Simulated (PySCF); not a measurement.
Compound: SiH3(OiPr), C₃H₁₀OSi.
Z-matrix (Å and degrees, PBE0-D3(BJ)/def2-SVP geometry), rows numbered from 1:
```
Si
H   1  1.4883
H   1  1.4975  2  109.14
H   1  1.4988  2  110.35  3  -118.55
O   1  1.6627  2  106.70  3   121.84
C   5  1.4168  1  125.49  2   163.00
C   6  1.5152  5  107.50  1  -164.29
C   6  1.5197  5  110.92  1    72.33
H   6  1.1097  5  108.85  1   -46.93
H   7  1.1010  6  110.02  5   -62.57
H   7  1.1002  6  111.02  5   177.10
H   7  1.0993  6  110.28  5    56.58
H   8  1.1015  6  111.47  5   -60.61
H   8  1.1013  6  110.15  5    59.45
H   8  1.1006  6  110.85  5   179.43
```

The computed photoelectron lines, unassigned: C 1s: 290.57 (area 2), 292.26 (area 1) eV; O 1s: 537.75 eV; Si 1s: 1847.19 eV; Si 2p3/2: 107.31 eV.

Computed, not measured: delta-SCF UKS SCAN, pcX-2 on the ionised atom, pcseg-1 elsewhere, spin-free X2C (PySCF). Geometry: PBE0-D3(BJ)/def2-SVP, one conformer, isolated molecule.

(1) Which carbon gives which C 1s line?

Results:

(1) 290.57 eV: C7/C8 (carbon bonded to C and 3 H); 292.26 eV: C6 (carbon bonded to 2 C, O and H). Lowest listed C 1s: C7/C8, bonded to C and 3 H. Highest, 1.69 eV above it: C6, bonded to O, 2 C and H.

Bonded neighbours of each site: Si1: O and 3 H; O5: C and Si; C6: O, 2 C and H; C7/C8: C and 3 H.

Q: What is the longest wavelength that can ionise C 1s of C6 vertically?

A: λ = hc/E = 12398.42 eV Å / 292.26 eV = 42.423 Å.

Topologically equivalent atoms share the value of their first member; where this conformer doesn't relate them by symmetry, their own values could differ. Spin–orbit coupling isn't in the SCF: each 2p doublet comes from a relaxed spin-free hole plus a matrix of the shell (mean-field spin–orbit coupling and the ground-state 2p splitting), with 2p3/2 averaged over its two sublevels. 2p1/2 minus 2p3/2 (ligand field included): Si 0.62 eV.
